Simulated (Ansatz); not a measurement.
A search over several starts for the lowest SCF solution of the cluster Au₂F₂⁻ at the given spin, in a small basis.

```yaml
crystal:
  periodic: [false, false, false]
  atoms:
    - {symbol: Au, position_ang: [0.455214, 0.781874, 0.856025]}
    - {symbol: Au, position_ang: [-0.455316, -0.780254, -0.857109]}
    - {symbol: F, position_ang: [0.533494, 1.864233, 2.551721]}
    - {symbol: F, position_ang: [-0.533392, -1.865854, -2.550638]}
basis:
  gaussian: {orbitals: def2-SVP, initial_orbitals: start.molden}
total_charge: -1
magnetization: {spin_polarized: true, initial_magnetization: 1}
hamiltonian: {xc: pbe0, dispersion: d4}
output: {orbitals: {seedname: orbitals}}
```

The file start.molden holds the orbitals of an earlier run on this structure, at another level or in another basis.

```sh
$ ansatz run in.yaml --threads 4 --pin off --events-out ev --progress --plain --max-ram 3916MiB
```

Shortened log:

```
Functional definition: PBE0
  name "PBE0"
  cite "Adamo & Barone, J. Chem. Phys. 110, 6158 (1999) doi:10.1063/1.478522"
  cite "Perdew, Burke & Ernzerhof, Phys. Rev. Lett. 77, 3865 (1996) doi:10.1103/PhysRevLett.77.3865"
  parent pbe
  parameter a = 0.25
  parameter kappa = 0.804
  parameter beta = 0.06672455060314922
  exchange = (1 - a)*pbe_x(kappa = kappa, mu = beta*pi^2/3) + a*exact_x
  correlation = pbe_c(beta = beta)
904 factors; integrals over basis functions are off by at most 4.2e-4 eV
mean field evaluation 1: about -12801.0714 eV, gradient 1.4e2 eV
mean field evaluation 2: about -12807.3023 eV, gradient 1.2e1 eV
mean field evaluation 4: about -12812.6446 eV, gradient 2.4e0 eV
mean field evaluation 8: about -12812.9257 eV, gradient 5.4e-3 eV
mean field evaluation 16: about -12812.7052 eV, gradient 4.2e-1 eV
mean field evaluation 32: about -12812.9257 eV, gradient 4.2e-5 eV
mean field -12812.92572146 eV, -470.8663353507 hartree, gradient 6.5e-5 eV, S^2 0.760760; 5 other end points of the search recorded, 0 dependent functions left out
reference -12812.92575419 eV, -470.8663365535 hartree; 29, 28 occupied and 63, 64 virtual orbitals, 904 factors
Total energy: -12813.01065384 eV, -470.8694565580 hartree
```

Hardware: 4 threads of Intel Xeon on a shared host. Wall time 28 s.

In the def2 sets Au takes a core potential; there is no spin–orbit coupling. The structure comes from a short search, and lower isomers may exist.
